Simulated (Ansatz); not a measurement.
Reaction (redistribution): `CC(C)[O][ZnH]` + `FB1OC[SiH]1Cl` → `CC(C)[O][Zn][Cl]` + `FB1OC[SiH2]1`

Program: Ansatz. Geometries: PBE0-D4/def2-TZVP. ΔE: electronic, gas phase. CBS: MP2 limit from def2 TZ/QZ plus the TZ coupled-cluster correction, frozen cores. DFT in def2-TZVPP. B3LYP here is the variant with VWN-RPA as its local correlation; programs differ in this. For Zn outer-core shells are correlated without core-valence functions, which leaves a few kJ/mol of doubt a bond. Scalar relativity is left out up to krypton. Each species was taken in one conformer, which may not be the lowest.

```csv
level,ΔE (kJ/mol),difference from CCSD(T)/CBS
PBE-D4,-19.2,16.5
r2SCAN-D4,-24.0,11.7
PBE0-D4,-25.3,10.4
B3LYP-D4,-22.9,12.8
PBE0,-27.5,8.2
MP2/def2-TZVPP,-25.6,10.1
SCS-MP2/def2-TZVPP,-28.4,7.3
CCSD/def2-TZVPP,-32.2,3.5
MP2/def2-QZVPP,-30.3,5.4
SCS-MP2/def2-QZVPP,-32.8,2.9
CCSD(T)/CBS,-35.7,0
```

Largest T1 diagnostic among the species: 0.015.

In def2-TZVPP, CCSD(T) changes the Hartree–Fock value by +17.4 kJ/mol (the triples alone add +2.6 kJ/mol) and MP2 by +21.4 kJ/mol. The D4 term adds +4.2 kJ/mol with B3LYP and +2.2 kJ/mol with PBE0; it sums over pairs of atoms, weighted by their polarisabilities, and B3LYP, whose exchange is more repulsive, gets the larger term. From PBE to PBE0 (25 % exact exchange), in def2-TZVPP and without D4, ΔE moves by −5.7 kJ/mol.

CCSD(T)/CBS has its own doubt, a few kJ/mol and more with outer-core shells, so smaller differences from it don't rank the levels.
